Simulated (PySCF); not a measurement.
## Vibration and rotation of AlTe⁺

UHF-CCSD(T) constants of AlTe⁺, ³Σ⁻ (triplet), unpaired electrons π ↑↑ (basis Al def2-SVPD, Te def2-SVPD with ECP28; scalar-relativistic core potentials; PySCF 2.14; masses 26.9815 and 129.9062 u):

- ωe: 140.8 cm⁻¹
- ωexe: 0.921 cm⁻¹
- Be: 0.075036 cm⁻¹
- αe: 0.000649 cm⁻¹
- D (centrifugal): 8.53e-08 cm⁻¹
- De to Al⁺ + Te: 0.81 eV

**Question.** Give the vibrational terms G(v) and spacings up to v = 6.

**Answer.** G(v) = ωe(v+½) − ωexe(v+½)².

```csv
v,G(v) (cm⁻¹),G(v) − G(v−1),Bv (cm⁻¹)
0,70.2,,0.07471
1,209.1,139.0,0.07406
2,346.2,137.1,0.07341
3,481.5,135.3,0.07276
4,614.9,133.4,0.07212
5,746.5,131.6,0.07147
6,876.3,129.7,0.07082
```

**Question.** How well does the Morse estimate ωe²/(4ωexe) reproduce De, and what is D0?

**Answer.** It gives 0.67 eV, 82 % of the computed De. D0 = De − G(0) = 0.81 − 0.01 = 0.80 eV.

Correlated steps freeze 9 core orbitals. Correlated levels converge slowly with the basis: in double zeta they bind strong bonds too weakly, by up to about 1 eV, and carry superposition errors of some tenths. Spin–orbit coupling is left out, which matters for elements this heavy, above all for dissociation energies. For an ion De counts to the pair picked by the measured ionisation energies or electron affinities, which need not be the lowest pair at this level. The state is the lowest determinant that a PBE0 search found; another state may lie lower at other levels.
